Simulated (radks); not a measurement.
Ionisation ladder of arsenic, from As I to As XXII. Each ion is in the ground configuration listed by NIST, and IE = E(next ion) - E(this ion). All-electron calculation, Dirac Kohn-Sham, exchange-only PBE, spin-unpolarised, spherical densities, finite nucleus; open shells fill j = l - 1/2 first; Fermi nuclear charge, rms radius 4.0968 fm. Program: a radial shooting solver on a logarithmic mesh with Libxc functionals.

species       configuration  IE, Delta-SCF (eV)  <r> HOMO (bohr)  IE, NIST (eV)       kind  error (eV)
As I      [Ar] 3d10 4s2 4p3               8.158             2.65          9.789       exp.      -1.631
As II     [Ar] 3d10 4s2 4p2              17.218             2.33         18.589       exp.      -1.371
As III    [Ar] 3d10 4s2 4p1              27.144             2.15          28.35       exp.      -1.205
As IV         [Ar] 3d10 4s2              49.845             1.75           50.2       exp.      -0.305
As V          [Ar] 3d10 4s1              62.958             1.69           62.8       exp.      +0.188
As VI             [Ar] 3d10              119.82            0.664          121.2       exp.        -1.4
As VII             [Ar] 3d9              149.96            0.637            147     theory        +3.0
As VIII            [Ar] 3d8              182.15            0.613            180     theory        +2.1
As IX              [Ar] 3d7              216.28            0.592            213     theory        +3.3
As X               [Ar] 3d6              252.26            0.573            247     theory        +5.3
As XI              [Ar] 3d5              290.02            0.556            296     theory        -6.0
As XII             [Ar] 3d4              330.67            0.538            333     theory        -2.3
As XIII            [Ar] 3d3              371.97            0.523            375     theory        -3.0
As XIV             [Ar] 3d2              414.90            0.510            418     theory        -3.1
As XV              [Ar] 3d1              459.42            0.497            460     theory        -0.6
As XVI                 [Ar]              587.06            0.528            588  semi-emp.        -0.5
As XVII        [Ne] 3s2 3p5              630.12            0.521            629  semi-emp.        +1.3
As XVIII       [Ne] 3s2 3p4              673.93            0.514            673  semi-emp.        +1.0
As XIX         [Ne] 3s2 3p3              718.42            0.507            729  semi-emp.       -10.5
As XX          [Ne] 3s2 3p2              771.89            0.495            774  semi-emp.        -2.1
As XXI         [Ne] 3s2 3p1              818.00            0.488            814  semi-emp.        +4.0
As XXII            [Ne] 3s2              912.49            0.498            912  semi-emp.        +0.8

Reference values: NIST Atomic Spectra Database (exp. = measured, semi-emp. = semi-empirical, theory = theoretical value adopted there). Errors are taken from the NIST values before rounding. The ionisation energy per charge of the ion left behind rises most, in proportion, at As VI ([Ar] 3d10), from 12.592 to 19.969 eV. Against the entries that are not theoretical the mean signed error is -2.4 % and the largest -16.7 %. Spin polarisation and multiplet splitting are left out, so open shells lie too high by an amount that depends on their filling.

Beside tabulated values, note that spin-unpolarised runs miss the spin-polarisation part of the exchange energy of open shells.
